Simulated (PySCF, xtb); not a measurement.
C₂F₅, SMILES FC(F)(F)[C](F)F (connectivity only; charge and spin as stated), charge +1, multiplicity 1.

GFN2-xTB run with xtb at its own geometry gives an orbital gap of 2.20 eV.

Geometry: PBE0-D3(BJ)/def2-SVP. The spin state was assumed, not searched. The isomer is the one that the SMILES or the coordinates give; other isomers of the formula were not compared.

Task: What does M06-2X/def2-TZVP in PySCF give? (The exact figures need the calculation; the answer reports its results.)

Result: gap 10.55 eV (levels -20.35 and -9.80 eV).
